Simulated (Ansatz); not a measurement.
A run for Ansatz (a first-principles code): R-PBE/def2-TZVPP on C2H6Si (SMILES C[Si]C), a point of a torsion scan.

Ansatz 0.2 input:
```yaml
crystal:
  periodic: [false, false, false]
  atoms:
    - {symbol: C, position_ang: [1.46052151, -0.08600826, 0.05229895]}
    - {symbol: Si, position_ang: [0.30557853, 0.76246730, -1.23629579]}
    - {symbol: C, position_ang: [-0.32404928, -0.79693631, -2.17273188]}
    - {symbol: H, position_ang: [1.76825101, -1.09371251, -0.23096816]}
    - {symbol: H, position_ang: [2.36164491, 0.50137953, 0.21970257]}
    - {symbol: H, position_ang: [0.95188783, -0.15849808, 1.01355153]}
    - {symbol: H, position_ang: [0.49114827, -1.28985181, -2.70375489]}
    - {symbol: H, position_ang: [-1.08492336, -0.54720838, -2.90987622]}
    - {symbol: H, position_ang: [-0.75850314, -1.52826496, -1.48995727]}
basis:
  gaussian:
    orbitals: def2-TZVPP
hamiltonian:
  xc: {name: PBE}
scf: {lower_state_search: off}
```

The log:

```
Functional definition: PBE
[...]
these checks for a lower state are left out or cut short: stability, starts, cluster_reference, orbital_swaps, neighbouring_geometries, increment
integrals: 0.08 GiB planned
1002 factors; their error is unknown
mean field: 0.68 GiB planned
mean field evaluation 1: about -10024.5458 eV, gradient 8.7e1 eV
mean field evaluation 2: about -9989.8164 eV, gradient 1.3e2 eV
mean field evaluation 4: about -10041.8767 eV, gradient 6.5e0 eV
mean field evaluation 8: about -10041.9999 eV, gradient 9.0e-2 eV
mean field evaluation 16: about -10041.9696 eV, gradient 2.0e-4 eV
mean field -10041.96958189 eV, -369.0355754430 hartree, gradient 9.2e-7 eV, S^2 0.000000; 0 other end points of the search recorded, 0 dependent functions left out
reference -10041.96962227 eV, -369.0355769271 hartree; 16, 16 occupied and 172, 172 virtual orbitals, 1002 factors
Total energy: -10041.96962227 eV, -369.0355769271 hartree
Checks for a lower state left out: stability, starts, cluster_reference, orbital_swaps, neighbouring_geometries, increment
```

The run converged.

Cost: roughly 1.6 core-seconds.
